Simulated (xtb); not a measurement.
I3In, singlet, at a GFN2-xTB geometry (such geometries of metal compounds can be far from the true shape), atoms displaced at random by about 0.05 Å a coordinate; GFN2-xTB (xtb 6.7.1).

Input for xtb:
```
$ xtb mol.xyz --gfn 2 --opt lax --json

# file mol.xyz
4

In    -0.00089066    -0.03594332     0.01377929
I      2.42204719    -0.37916363    -0.76844479
I     -0.85385724    -1.21844380     2.24135780
I     -1.65489714     1.72265152    -1.30914298
```

It wrote (shortened):

```
   ID    Z sym.   atoms
    1   49 In     1
    2   53 I      2-4

           -------------------------------------------------
          |                Calculation Setup                |
           -------------------------------------------------

           -------------------------------------------------
          |                 G F N 2 - x T B                 |
           -------------------------------------------------

          ...................................................
          :                      SETUP                      :
          :.................................................:
          :  # basis functions                  40          :
          :  # atomic orbitals                  36          :
          :  # shells                           12          :
          :  # electrons                        24          :
          :  max. iterations                   250          :
          :  Hamiltonian                  GFN2-xTB          :
          :  restarted?                      false          :
          :  GBSA solvation                  false          :
          :  PC potential                    false          :
          :  electronic temp.          300.0000000     K    :
          :  accuracy                    1.0000000          :
          :  -> integral cutoff          0.2500000E+02      :
          :  -> integral neglect         0.1000000E-07      :
          :  -> SCF convergence          0.1000000E-05 Eh   :
          :  -> wf. convergence          0.1000000E-03 e    :
          :  Broyden damping             0.4000000          :
          :  net charge                          0          :
          :  unpaired electrons                  0          :
          ...................................................

 iter      E             dE          RMSdq      gap      omega  full diag
   1    -12.7972262 -0.127972E+02  0.347E+01    2.73       0.0  T
   2    -12.8356683 -0.384421E-01  0.951E+00    3.13       1.0  T
   3    -12.8340323  0.163593E-02  0.140E+01    2.62       1.0  T
   4    -12.8654455 -0.314132E-01  0.189E+00    2.78       1.0  T
   5    -12.8655080 -0.624311E-04  0.130E+00    2.76       1.0  T
   6    -12.8651907  0.317294E-03  0.138E+00    2.82       1.0  T
   7    -12.8655972 -0.406497E-03  0.260E-01    2.79       1.0  T
   8    -12.8655881  0.901363E-05  0.120E-01    2.79       1.0  T
   9    -12.8655991 -0.110063E-04  0.469E-02    2.79       1.1  T
  10    -12.8656006 -0.143947E-05  0.217E-02    2.78       2.3  T
  11    -12.8656007 -0.101436E-06  0.176E-02    2.78       2.8  T
  12    -12.8656006  0.836328E-07  0.903E-03    2.78       5.5  T
  13    -12.8656007 -0.102505E-06  0.378E-03    2.78      13.2  T
  14    -12.8656007 -0.547356E-08  0.510E-04    2.78      98.1  T
  15    -12.8656007 -0.329251E-09  0.111E-04    2.78     450.2  T

   *** convergence criteria satisfied after 15 iterations ***

         :::::::::::::::::::::::::::::::::::::::::::::::::::::
         ::                     SUMMARY                     ::
         :::::::::::::::::::::::::::::::::::::::::::::::::::::
         :: total energy             -12.838325115233 Eh    ::
         :: gradient norm              0.061566742868 Eh/a0 ::
         :: HOMO-LUMO gap              2.783639694874 eV    ::
         ::.................................................::
         :: SCC energy               -12.865597603487 Eh    ::
         :: -> isotropic ES            0.008375769559 Eh    ::
         :: -> anisotropic ES          0.004657306030 Eh    ::
         :: -> anisotropic XC         -0.008800931377 Eh    ::
         :: -> dispersion             -0.005457505759 Eh    ::
         :: repulsion energy           0.027272488254 Eh    ::
         :: add. restraining           0.000000000000 Eh    ::
         :: total charge              -0.000000000000 e     ::
         :::::::::::::::::::::::::::::::::::::::::::::::::::::

      -----------------------------------------------------------
     |                   =====================                   |
     |                        A N C O P T                        |
     |                   =====================                   |
     |               Approximate Normal Coordinate               |
     |                Rational Function Optimizer                |
      -----------------------------------------------------------
      -----------------------------------------------------------
     |                   =====================                   |
     |                        A N C O P T                        |
     |                   =====================                   |
     |               Approximate Normal Coordinate               |
     |                Rational Function Optimizer                |
      -----------------------------------------------------------

          ...................................................
          :                      SETUP                      :
          :.................................................:
          :   optimization level               lax          :
          :   max. optcycles                   200          :
          :   ANC micro-cycles                  20          :
          :   degrees of freedom                 6          :
          :.................................................:
          :   RF solver                   davidson          :
          :   write xtbopt.log                true          :
          :   linear?                        false          :
          :   energy convergence         0.2000000E-04 Eh   :
          :   grad. convergence          0.2500000E-02 Eh/α :
          :   maxmium RF displ.          1.0000000          :
          :   Hlow (freq-cutoff)         0.1000000E-01      :
          :   Hmax (freq-cutoff)         5.0000000          :
          :   S6 in model hess.         20.0000000          :
          ...................................................

[...]
 * total energy  :   -12.8383251 Eh     change       -0.1667821E-10 Eh
 * total energy  :   -12.8158557 Eh     change        0.2246940E-01 Eh
 * total energy  :   -12.8279791 Eh     change       -0.1212334E-01 Eh
 * total energy  :   -12.8297783 Eh     change       -0.1799193E-02 Eh
 * total energy  :   -12.8422295 Eh     change       -0.1245129E-01 Eh
 * total energy  :   -12.8397570 Eh     change        0.2472528E-02 Eh
 * total energy  :   -12.8436810 Eh     change       -0.3923981E-02 Eh
 * total energy  :   -12.8437566 Eh     change       -0.7555228E-04 Eh
 * total energy  :   -12.8437786 Eh     change       -0.2207710E-04 Eh
 * total energy  :   -12.8437790 Eh     change       -0.3270497E-06 Eh
   *** GEOMETRY OPTIMIZATION CONVERGED AFTER 10 ITERATIONS ***
[...]
          :  Broyden damping             0.4000000          :
          :  net charge                          0          :
          :  unpaired electrons                  0          :
          ...................................................

 iter      E             dE          RMSdq      gap      omega  full diag
   1    -12.8620135 -0.128620E+02  0.170E-04    2.60       0.0  T
   2    -12.8620135 -0.208367E-11  0.103E-04    2.60     484.8  T
   3    -12.8620135 -0.147793E-11  0.111E-04    2.60     450.4  T

   *** convergence criteria satisfied after 3 iterations ***

         :::::::::::::::::::::::::::::::::::::::::::::::::::::
         ::                     SUMMARY                     ::
         :::::::::::::::::::::::::::::::::::::::::::::::::::::
         :: total energy             -12.843778955786 Eh    ::
         :: gradient norm              0.000100541262 Eh/a0 ::
         :: HOMO-LUMO gap              2.598402116175 eV    ::
         ::.................................................::
         :: SCC energy               -12.862010096360 Eh    ::
         :: -> isotropic ES            0.007857924376 Eh    ::
         :: -> anisotropic ES          0.004464486314 Eh    ::
         :: -> anisotropic XC         -0.007492352533 Eh    ::
         :: -> dispersion             -0.005369605749 Eh    ::
         :: repulsion energy           0.018231140574 Eh    ::
         :: add. restraining           0.000000000000 Eh    ::
         :: total charge               0.000000000000 e     ::
         :::::::::::::::::::::::::::::::::::::::::::::::::::::

           -------------------------------------------------
          |                Property Printout                |
           -------------------------------------------------

    * Orbital Energies and Occupations

         #    Occupation            Energy/Eh            Energy/eV
      -------------------------------------------------------------
         1        2.0000           -0.7740410             -21.0627
         2        2.0000           -0.7740316             -21.0625
         3        2.0000           -0.7711911             -20.9852
         4        2.0000           -0.5915808             -16.0977
         5        2.0000           -0.4773052             -12.9881
         6        2.0000           -0.4773002             -12.9880
         7        2.0000           -0.4567396             -12.4285
         8        2.0000           -0.4565274             -12.4227
         9        2.0000           -0.4565190             -12.4225
        10        2.0000           -0.4557125             -12.4006
        11        2.0000           -0.4557061             -12.4004
        12        2.0000           -0.4474179             -12.1749 (HOMO)
        13                         -0.3519284              -9.5765 (LUMO)
        14                         -0.1972385              -5.3671
        15                         -0.0890906              -2.4243
        16                         -0.0890834              -2.4241
        17                         -0.0443655              -1.2072
        18                         -0.0443647              -1.2072
        19                         -0.0251241              -0.6837
        20                         -0.0251214              -0.6836
        21                         -0.0249051              -0.6777
        22                         -0.0153036              -0.4164
        23                         -0.0152980              -0.4163
       ...                                ...                  ...
        36                          1.9360110              52.6815
      -------------------------------------------------------------
                  HL-Gap            0.0954895 Eh            2.5984 eV
             Fermi-level           -0.3996731 Eh          -10.8757 eV

     #   Z          covCN         q      C6AA      α(0)
     1  49 In       2.546     0.159   278.617    31.729
     2  53 I        0.849    -0.053   375.588    33.456
     3  53 I        0.849    -0.053   375.591    33.456
     4  53 I        0.849    -0.053   375.591    33.456

 Mol. C6AA /au·bohr⁶  :       5592.911294
 Mol. C8AA /au·bohr⁸  :     577073.204629
 Mol. α(0) /au        :        132.096581

Wiberg/Mayer (AO) data.
largest (>0.10) Wiberg bond orders for each atom

 ---------------------------------------------------------------------------
     #   Z sym  total        # sym  WBO       # sym  WBO       # sym  WBO
 ---------------------------------------------------------------------------
     1  49 In   3.110 --     2 I    1.037     3 I    1.037     4 I    1.037
     2  53 I    1.399 --     1 In   1.037     4 I    0.181     3 I    0.181
     3  53 I    1.399 --     1 In   1.037     4 I    0.181     2 I    0.181
     4  53 I    1.399 --     1 In   1.037     3 I    0.181     2 I    0.181
 ---------------------------------------------------------------------------

Topologies differ in total number of bonds
Writing topology from bond orders to xtbtopo.mol

molecular dipole:
                 x           y           z       tot (Debye)
 q only:        0.000       0.000       0.000
   full:        0.000       0.001       0.000       0.002
molecular quadrupole (traceless):
                xx          xy          yy          xz          yz          zz
 q only:       -0.724       0.754       0.785       0.551       1.334      -0.061
  q+dip:       -4.803       5.000       5.206       3.658       8.840      -0.403
   full:       -6.121       6.372       6.634       4.662      11.265      -0.513

optimized geometry written to: xtbopt.xyz

           -------------------------------------------------
          | TOTAL ENERGY              -12.843778955786 Eh   |
          | GRADIENT NORM               0.000100541262 Eh/α |
          | HOMO-LUMO GAP               2.598402116175 eV   |
           -------------------------------------------------

normal termination of xtb
```
